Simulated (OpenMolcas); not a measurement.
A run on Cl+.

```json
{"Program": "OpenMolcas 26.06", "Method": "MS-RASPT2, IPEA 0.25 Eh, imaginary shift 0.1 Eh (closed shells correlated: 2s 2p 3s)", "Basis": "ANO-RCC-VQZP [6s5p3d2f1g]", "Scalar Hamiltonian": "DKH2, point nucleus", "Active space": "4 electrons in 9 orbitals (RAS2 3p; RAS3 3d 4s, at most 1 electron)", "State averaging": "2S+1 = 3 even, 3 roots; 2S+1 = 1 even, 6 roots; 2S+1 = 5 odd, 6 roots; 2S+1 = 3 odd, 54 roots; 2S+1 = 1 odd, 45 roots", "Spin-orbit coupling": "RASSI with atomic mean-field integrals over the reference wave functions, term energies averaged over their components"}
```

First CASPT2 step and the start of its output:

```
&CASPT2
Multistate=3 1 2 3
Frozen=1 0
IPEA=0.25
Imaginary=0.1
MaxIter=60
WThr=0.0 0.3 0.05
PrWF=0.5
NoMix
```

```
--- CASPT2 ---
Orbital specifications:
      -----------------------

      Symmetry species                           1   2
                                                ag  au
      Frozen orbitals                            1   0
      Inactive orbitals                          2   3
      Active orbitals                            6   3
      Secondary orbitals                        21  23
      Deleted orbitals                           0   0
      Number of basis functions                 30  29
Type of calculation                        MS-CASPT2
      Fock operator                              state-specific
      IPEA shift                                 0.25
      Real shift                                 0.00
      Imaginary shift                            0.10
      The input orbitals will be transformed to quasi-canonical
Reference energy:        -460.4582566348
      E2 (Non-variational):      -0.1565117972
      Shift correction:          -0.0001310492
      E2 (Variational):          -0.1566428464
      Total energy:            -460.6148994812
      Residual norm:              0.0000002359
      Reference weight:           0.96522
      Contributions to the CASPT2 correlation energy
      Active & Virtual Only:         -0.0290623972
      One Inactive Excited:          -0.0803695075
      Two Inactive Excited:          -0.0470798925
Reference energy:        -460.4582566348
      E2 (Non-variational):      -0.1565117972
      Shift correction:          -0.0001310492
      E2 (Variational):          -0.1566428464
      Total energy:            -460.6148994812
      Residual norm:              0.0000002359
      Reference weight:           0.96522
      Contributions to the CASPT2 correlation energy
      Active & Virtual Only:         -0.0290623972
...
```

Over all roots the printed reference weights run from 0.66 to 0.97, and roots that are degenerate in the reference spread by up to 1200 cm-1.

Problem. Did the run give usable levels, and if not, why?

Solution. No. The equations converged, but the reference weight falls to 0.66 for at least one root against 0.97 for the best. A drop of that size marks an intruder state, so the energies of such roots and the levels built on them can't be trusted.
